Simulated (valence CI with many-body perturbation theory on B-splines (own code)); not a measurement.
## Al⁷⁺: calculated level list

Computed by configuration interaction combined with many-body perturbation theory (CI+MBPT): four valence electrons over a frozen Dirac-Fock core [He], a basis of 9 s, 9 p, 8 d, 6 f, 3 g, 1 h functions for each j, with the one-electron correlation potential Σ1 (screened to all orders), the two-electron term Σ2, the three-electron term Σ3, Breit, model QED; selected single and double excitations, second order for the rest, scaled by the run's own slope (own B-spline code, finite nucleus).

No measured spectrum was set against this ion. As an estimate, levels hold to about 100 cm⁻¹ or 0.05 % of their energy and the worst to 300 or 400 cm⁻¹, as in measured light ions of charge 2 to 7. Among the levels kept, up to 270 cm⁻¹ of a level comes from second order outside the variational space, and about a tenth of that is noise between levels of different J, which matters for small intervals.

Levels 1 to 34 of 34, with energies above the lowest level, 2s²2p² ³P_0. "Leading %" is the weight of the configuration and term that name the level; weights of strongly mixed levels are sums over their largest components and can fall short, so below about 35 % the name and the second component can differ from the true leading terms, or belong to a minority configuration. In the jj column 3d3/2^4 stands for four electrons in 3d with j = 3/2.

```tsv
No.	Configuration	Term	J	E (eV)	Leading %	Second component	g	Leading jj
1	2s²2p²	³P	0	0.00	98			2s^2 2p1/2^2 (69 %)
2	2s²2p²	³P	1	0.21	98		1.500	2s^2 2p1/2 2p3/2 (98 %)
3	2s²2p²	³P	2	0.55	98		1.499	2s^2 2p3/2^2 (61 %)
4	2s²2p²	¹D	2	5.82	98		1.001	2s^2 2p1/2 2p3/2 (61 %)
5	2s²2p²	¹S	0	11.97	95	5 % 2p⁴ ¹S		2s^2 2p3/2^2 (67 %)
6	2s2p³	⁵S°	2	16.55	100		2.001	2s 2p1/2 2p3/2^2 (55 %)
7	2s2p³	³D°	3	32.51	99		1.333	2s 2p1/2 2p3/2^2 (99 %)
8	2s2p³	³D°	2	32.52	99		1.167	2s 2p1/2 2p3/2^2 (66 %)
9	2s2p³	³D°	1	32.54	99		0.500	2s 2p1/2 2p3/2^2 (44 %)
10	2s2p³	³P°	1	38.34	99		1.499	2s 2p1/2 2p3/2^2 (66 %)
11	2s2p³	³P°	2	38.35	99		1.499	2s 2p3/2^3 (53 %)
12	2s2p³	³P°	0	38.35	100			2s 2p1/2 2p3/2^2 (100 %)
13	2s2p³	¹D°	2	49.27	99		1.000	2s 2p1/2 2p3/2^2 (77 %)
14	2s2p³	³S°	1	50.15	99		1.998	2s 2p1/2 2p3/2^2 (55 %)
15	2s2p³	¹P°	1	55.18	99		1.003	2s 2p3/2^3 (37 %)
16	2p⁴	³P	2	75.41	97		1.499	2p1/2^2 2p3/2^2 (70 %)
17	2p⁴	³P	1	75.80	98		1.500	2p1/2 2p3/2^3 (98 %)
18	2p⁴	³P	0	75.96	98			2p3/2^4 (62 %)
19	2p⁴	¹D	2	80.29	97		1.001	2p1/2 2p3/2^3 (69 %)
20	2p⁴	¹S	0	91.63	94	5 % 2s²2p² ¹S		2p1/2^2 2p3/2^2 (60 %)
21	2s²2p3s	³P°	0	163.54	95			2s^2 2p1/2 3s (95 %)
22	2s²2p3s	³P°	1	163.70	92		1.488	2s^2 2p1/2 3s (76 %)
23	2s²2p3s	³P°	2	164.14	95		1.500	2s^2 2p3/2 3s (95 %)
24	2s²2p3s	¹P°	1	165.55	93		1.011	2s^2 2p3/2 3s (76 %)
25	2s²2p3p	¹P	1	171.54	86	7 % 2s²2p3p ³D	0.968	2s^2 2p1/2 3p1/2 (48 %)
26	2s²2p3p	³D	1	172.36	87	7 % 2s²2p3p ¹P	0.543	2s^2 2p1/2 3p1/2 (45 %)
27	2s²2p3p	³D	2	172.52	94		1.168	2s^2 2p1/2 3p3/2 (54 %)
28	2s²2p3p	³D	3	172.90	95		1.334	2s^2 2p3/2 3p3/2 (95 %)
29	2s²2p3p	³S	1	173.79	89	5 % 2s²2p3p ³P	1.963	2s^2 2p3/2 3p3/2 (43 %)
30	2s²2p3p	³P	0	174.34	88	7 % 2s2p²3s ³P		2s^2 2p1/2 3p1/2 (64 %)
31	2s²2p3p	³P	1	174.54	84	6 % 2s2p²3s ³P	1.526	2s^2 2p3/2 3p1/2 (63 %)
32	2s²2p3p	³P	2	174.72	88	7 % 2s2p²3s ³P	1.497	2s^2 2p3/2 3p3/2 (53 %)
33	2s²2p3p	¹D	2	177.24	94		1.002	2s^2 2p3/2 3p3/2 (37 %)
34	2s²2p3p	¹S	0	180.24	95			2s^2 2p3/2 3p3/2 (68 %)
```

The ionisation energy to 2s²2p ²P°1/2 of the next ion comes out as 284.69 eV (NIST: 284.64 ± 0.07 eV (semi-empirical)). All 34 levels together are meant to be complete up to 181.53 eV.
